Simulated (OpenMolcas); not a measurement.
**Multiconfigurational calculation on B II**

Input:

```
&GATEWAY
Coord
1

B 0.0 0.0 0.0
Basis=ANO-R3
Group=XYZ
NoMove
AngMom=0.0 0.0 0.0
AMFI
&SEWARD
* reference wave functions (RASSCF and RASSI steps not shown): 2 electrons in 4 orbitals (2s 2p)
>>> COPY JOB001 $Project.JobIph
&CASPT2
Multistate=3 1 2 3
Frozen=0 0
IPEA=0.25
Imaginary=0.1
MaxIter=60
WThr=0.0 0.3 0.05
PrWF=0.5
NoMix
>>> COPY JOB002 $Project.JobIph
&CASPT2
Multistate=7 1 2 3 4 5 6 7
Frozen=0 0
IPEA=0.25
Imaginary=0.1
MaxIter=60
WThr=0.0 0.3 0.05
PrWF=0.5
NoMix
>>> COPY JOB003 $Project.JobIph
&CASPT2
Multistate=3 1 2 3
Frozen=0 0
IPEA=0.25
Imaginary=0.1
MaxIter=60
WThr=0.0 0.3 0.05
PrWF=0.5
NoMix
...
```

Output, cut to the results:

```
--- CASPT2 ---
Orbital specifications:
      -----------------------

      Symmetry species                           1   2
                                                ag  au
      Frozen orbitals                            0   0
      Inactive orbitals                          1   0
      Active orbitals                            1   3
      Secondary orbitals                        12  16
      Deleted orbitals                           0   0
      Number of basis functions                 14  19
Type of calculation                        MS-CASPT2
      Fock operator                              state-specific
      IPEA shift                                 0.25
      Real shift                                 0.00
      Imaginary shift                            0.10
      The input orbitals will be transformed to quasi-canonical
Reference energy:         -23.8405223091
      E2 (Non-variational):      -0.0175172693
      Shift correction:          -0.0000169065
      E2 (Variational):          -0.0175341757
      Total energy:             -23.8580564848
      Residual norm:              0.0000009623
      Reference weight:           0.99617
      Contributions to the CASPT2 correlation energy
      Active & Virtual Only:         -0.0072412794
      One Inactive Excited:          -0.0044294713
      Two Inactive Excited:          -0.0058465185
Reference energy:         -23.8405223091
      E2 (Non-variational):      -0.0175172693
      Shift correction:          -0.0000169065
      E2 (Variational):          -0.0175341757
      Total energy:             -23.8580564848
      Residual norm:              0.0000009623
      Reference weight:           0.99617
      Contributions to the CASPT2 correlation energy
      Active & Virtual Only:         -0.0072412794
      One Inactive Excited:          -0.0044294713
      Two Inactive Excited:          -0.0058465185
::    CASPT2 Root  1     Total energy:    -23.85805648
::    CASPT2 Root  2     Total energy:    -23.85805648
::    CASPT2 Root  3     Total energy:    -23.85805648
::    MS-CASPT2 Root  1     Total energy:    -23.85805648
::    MS-CASPT2 Root  2     Total energy:    -23.85805648
::    MS-CASPT2 Root  3     Total energy:    -23.85805648
--- CASPT2 ---
Orbital specifications:
      -----------------------

      Symmetry species                           1   2
                                                ag  au
      Frozen orbitals                            0   0
      Inactive orbitals                          1   0
      Active orbitals                            1   3
      Secondary orbitals                        12  16
      Deleted orbitals                           0   0
      Number of basis functions                 14  19
Type of calculation                        MS-CASPT2
      Fock operator                              state-specific
      IPEA shift                                 0.25
      Real shift                                 0.00
      Imaginary shift                            0.10
      The input orbitals will be transformed to quasi-canonical
Reference energy:         -24.2977975558
      E2 (Non-variational):      -0.0131887403
      Shift correction:          -0.0000148240
      E2 (Variational):          -0.0132035643
      Total energy:             -24.3110011201
      Residual norm:              0.0000001921
      Reference weight:           0.99706
      Contributions to the CASPT2 correlation energy
      Active & Virtual Only:         -0.0053223661
      One Inactive Excited:          -0.0025451852
      Two Inactive Excited:          -0.0053211889
Reference energy:         -23.7851589722
      E2 (Non-variational):      -0.0474414238
      Shift correction:          -0.0003863581
      E2 (Variational):          -0.0478277819
      Total energy:             -23.8329867541
      Residual norm:              0.0000000432
      Reference weight:           0.96765
      Contributions to the CASPT2 correlation energy
      Active & Virtual Only:         -0.0376460809
      One Inactive Excited:          -0.0039525308
      Two Inactive Excited:          -0.0058428120
::    CASPT2 Root  1     Total energy:    -24.31100112
::    CASPT2 Root  2     Total energy:    -23.83298675
::    CASPT2 Root  3     Total energy:    -23.83299232
::    CASPT2 Root  4     Total energy:    -23.83299224
::    CASPT2 Root  5     Total energy:    -23.83298737
::    CASPT2 Root  6     Total energy:    -23.83298994
::    CASPT2 Root  7     Total energy:    -23.71560567
::    MS-CASPT2 Root  1     Total energy:    -24.31120418
::    MS-CASPT2 Root  2     Total energy:    -23.83299275
::    MS-CASPT2 Root  3     Total energy:    -23.83299232
::    MS-CASPT2 Root  4     Total energy:    -23.83299072
::    MS-CASPT2 Root  5     Total energy:    -23.83298670
::    MS-CASPT2 Root  6     Total energy:    -23.83298613
::    MS-CASPT2 Root  7     Total energy:    -23.71540261
--- CASPT2 ---
Orbital specifications:
      -----------------------

      Symmetry species                           1   2
                                                ag  au
      Frozen orbitals                            0   0
      Inactive orbitals                          1   0
      Active orbitals                            1   3
      Secondary orbitals                        12  16
      Deleted orbitals                           0   0
      Number of basis functions                 14  19
Type of calculation                        MS-CASPT2
      Fock operator                              state-specific
      IPEA shift                                 0.25
      Real shift                                 0.00
      Imaginary shift                            0.10
      The input orbitals will be transformed to quasi-canonical
Reference energy:         -24.1260863560
      E2 (Non-variational):      -0.0140809179
      Shift correction:          -0.0000250540
      E2 (Variational):          -0.0141059719
...
```

Levels above the lowest, from the spin-orbit matrix with the multistate effective Hamiltonian, averaged by term, added to it:

```csv
Configuration,Term,J,E (cm-1),Measured (cm-1),g,Term weight %
2s2,1S,0,0.0,0.0,,100
2s 2p,3P*,0,37518,37336,,100
2s 2p,3P*,1,37526,37342,1.501,100
2s 2p,3P*,2,37540,37358,1.501,100
2s 2p,1P*,1,75432,73397,1.000,100
2p2,3P,0,99440,98911,,100
2p2,3P,1,99447,98920,1.501,100
2p2,3P,2,99462,98933,1.501,100
2p2,1D,2,104956,102363,1.000,100
2p2,1S,0,130763,127661,,100
```

Against the 9 measured excited levels shown (NIST Handbook of Basic Atomic Spectroscopic Data) the mean absolute deviation is 1100 cm-1; the largest miss in energy is 2p2 1S0: computed 130763, measured 127661 cm-1 (+2.4 %).

Computed and measured levels are paired by configuration, term and J; levels that our copy of the source lacks, or whose pairing is in doubt (as where it misses far off the trend of its configuration), stay unpaired and out of the deviations. Levels of configurations outside the active space are missing.

The term weight is that of the spin-free term in the level, not the purity of its configuration. * marks odd parity.
